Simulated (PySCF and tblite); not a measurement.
The numbers below are computed, except where a source is named.
C6H5BrO, numbered as in [OH:1][c:2]1[cH:3][cH:4][cH:5][cH:6][c:7]1[Br:8].

The ensemble was built from 60 distance-geometry starts (ETKDG and KDG, MMFF94s, GFN2-xTB) and rests on GFN2-xTB geometries. Weights use PBE0-D3(BJ)/pcSseg-1 energies plus GFN2-xTB zero-point and thermal terms (modes under about 100 cm⁻¹ blended into free rotors). Symmetry numbers and mirror images are counted. Conformers within 2.5 kcal/mol (GFN2-xTB free energy) were kept, 3 at most. (PySCF 2.14, tblite 0.8.)

An NOE distance is ⟨r⁻⁶⟩^(−1/6) over all pairs of like atoms and, for the average, over conformers.

Torsions listed: H1–O1–C2–C3.

```tsv
conformer	shape	weight %
1	180°	99.8
2	0°	0.2
```

(1) Which H–H contacts under 3.5 Å would NOEs report (pairs on one atom left out) at 298.15 K?

Results:

(1) 
| pair | in 1 (Å) | in 2 (Å) | average (Å) |
| --- | --- | --- | --- |
| H3 ··· H4 | 2.47 | 2.46 | 2.47 |
| H4 ··· H5 | 2.47 | 2.47 | 2.47 |
| H5 ··· H6 | 2.47 | 2.47 | 2.47 |
| H1 ··· H3 | 3.51 | 2.30 | 3.49 |

Longer pairs under the limit may be missing.
